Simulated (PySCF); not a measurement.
How the method changes the constants of SbP⁺

State: ²Π (doublet), unpaired electrons π ↑. Set-up: basis Sb def2-SVPD with ECP28, P def2-SVPD; scalar-relativistic core potentials; PySCF 2.14. De refers to Sb⁺ + P in their high-spin ground configurations, without counterpoise correction. The functionals are run spin-unrestricted. A positive dipole points towards P; it is taken about the centre of mass and depends on that origin. Levels whose curve was spin-contaminated or gave no clean fit are not listed.

```tsv
Level	Re (Å)	ωe (cm⁻¹)	De (eV)	μ (D)	CPU s a point (SCF and correlation, without the integrals)
UHF-CCSD	2.329	437	2.33	n/a	n/a
UHF-CCSD(T)	2.350	415	2.62	n/a	6.5
PBE	2.335	435	3.66	0.86	0.76
PBEsol	2.322	443	3.92	0.93	0.64
TPSS	2.326	442	3.45	0.78	0.64
r²SCAN	2.312	450	3.27	0.80	0.61
```

The bond length runs from 2.312 Å (r²SCAN) to 2.350 Å (UHF-CCSD(T)). De spans 2.33 eV (UHF-CCSD, coupled cluster) to 3.92 eV (PBEsol, GGA).

Correlated steps freeze 9 core orbitals. Correlated levels converge slowly with the basis: in double zeta they bind strong bonds too weakly, by up to about 1 eV, and carry superposition errors of some tenths. These are scalar-relativistic numbers at best; spin–orbit coupling would shift them, the dissociation energy most. For an ion De counts to the pair picked by the measured ionisation energies or electron affinities, which need not be the lowest pair at this level. The state was picked by a PBE0 search and need not be the measured ground state.

The whole job (state search and all levels along the bond) took about 2.3 min on 1 thread of AMD EPYC 7R13 (shared host), peak memory 0.74 GiB.
